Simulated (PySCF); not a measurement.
Computed shifts of a molecule C5H5Cl, PBE/pcSseg-1 (PySCF), GIAO, gas phase, atoms alike by connectivity averaged where their shifts nearly agree, in ppm (number of nuclei): ¹³C: 141.7 (1), 118.2 (1), 107.2 (1), 83.1 (1), 8.4 (1). ¹H: 6.32 (1), 5.95 (1), 2.48 (3). References: ¹³C against TMS (σ = 182.0 ppm); ³⁵Cl against HCl (σ = 936.5 ppm); ¹H against TMS (σ = 31.49 ppm), references at their B3LYP-D3(BJ)/def2-TZVP geometries, non-relativistic (without spin–orbit terms, shifts of atoms bonded to Cl or Br come out too high). Geometry: PBE0-D3(BJ)/def2-SVP. Other conformers were not sampled.

Task: Which molecule gave these data?
(A) CC#C/C=C\Cl
(B) C#CC/C=C/Cl
(C) C=C=C(Cl)C=C
(D) C=CC=C=CCl

Result: A, CC#C/C=C\Cl
